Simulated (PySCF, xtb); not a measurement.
CF3, SMILES F[C](F)F (connectivity only; charge and spin as stated), charge +1, multiplicity 1.

GFN2-xTB in xtb 6.7.1 at its own geometry gives an orbital gap of 5.96 eV.

Geometry: TPSSh-D3(BJ)/def2-TZVP. The multiplicity is an assumed one; other spin states were not compared. The isomer is the one that the SMILES or the coordinates give; other isomers of the formula were not compared.

### Question
What does PBE/def2-TZVPD (PySCF) give? (The exact figures need the calculation; the answer reports its results.)

### Answer
gap 7.74 eV (levels -19.45 and -11.71 eV).
